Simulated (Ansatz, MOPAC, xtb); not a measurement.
Diatomic TaH, multiplicity 3 (lowest of 2S+1 = 1, 3, 5, 7 at CCSD(T)/def2-TZVPP on PBE0 minima; our sources give no spin for the ground state, which may be another). No spin–orbit coupling. The T1 diagnostic near the minimum is 0.091, so single-reference values are doubtful.

Constants: fifth-degree fit in 1/R to seven points, most abundant isotopes. In def2 and cc sets the state is the lowest found near the PBE0 minimum, followed along R.

Codes used: Ansatz (a program for electronic structure); MOPAC for PM6 (differences of heats of formation); xtb for the GFN methods. Each number belongs to the level named beside it. In def2 rows elements past Kr take small-core potentials, without spin–orbit coupling. The GFN methods have no spin term and hold the electronic entropy of 300 K.

| level | r_e (Å) | ω_e (cm⁻¹) | B_e (cm⁻¹) | α_e (cm⁻¹) | dipole (D) |
|---|---|---|---|---|---|
| PM6 | 1.849 | 2141 | 4.92 | 0.061 | - |
| GFN1-xTB | 1.716 | 1704 | 5.71 | 0.22 | - |
| GFN2-xTB | 1.680 | 1396 | 5.96 | 0.65 | - |
| SVWN5/def2-TZVPP | 1.740 | 1831 | 5.56 | 0.13 | 1.31 |
| B97M-V/def2-TZVPP | 1.757 | 1784 | 5.45 | 0.13 | 1.53 |
| BHLYP/def2-TZVPP | 1.743 | 1872 | 5.54 | 0.12 | 1.46 |
| CAM-B3LYP/def2-TZVPP | 1.744 | 1864 | 5.53 | 0.12 | 1.46 |
| wB97X-V/def2-TZVPP | 1.747 | 1867 | 5.51 | 0.12 | 1.46 |
| wB97M-V/def2-TZVPP | 1.742 | 1866 | 5.54 | 0.12 | 1.45 |
| B2PLYP/def2-TZVPP | 1.737 | 1891 | 5.57 | 0.11 | - |

Correlated levels freeze the inner cores; with def2 sets outer-core shells near the valence are correlated too. The state that PM6 reach isn't checked.

Doubts at one or more of the structures used: a spin-contaminated determinant (SVWN5/def2-TZVPP, B97M-V/def2-TZVPP).
